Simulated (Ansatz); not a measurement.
Basis-set extrapolation for C6H9BO6, SMILES `CC(=O)OB(OC(C)=O)OC(C)=O` (PBE0-D4/def2-TZVP geometry, frozen core, Ansatz 0.2.0). Multiplicity 1, RHF reference.

```tsv
	def2-TZVPP	def2-QZVPP
HF	-706.818453	-706.850467
MP2 correlation	-2.428270	-2.608841
CCSD(T) correlation	-2.574243	not run
```

Energies in hartree. Use E(X) = E(∞) + A·exp(−7.88·√X) for Hartree–Fock and E(X) = E(∞) + B·X^(−2.97) for correlation, with X = 3 and 4, and add CCSD(T) minus MP2 of the smaller set to the MP2 limit.

Task: What is the CCSD(T) energy at the basis-set limit?

Result: HF limit: -706.850467 + (-0.032014) × 0.13774 = -706.85488. MP2 limit: -2.608841 + (-0.180571) × 0.74074 = -2.74260. Higher-order term: -2.574243 − (-2.428270) = -0.14597. Total: -709.74345 hartree, 220.1 kcal/mol below CCSD(T)/def2-TZVPP.
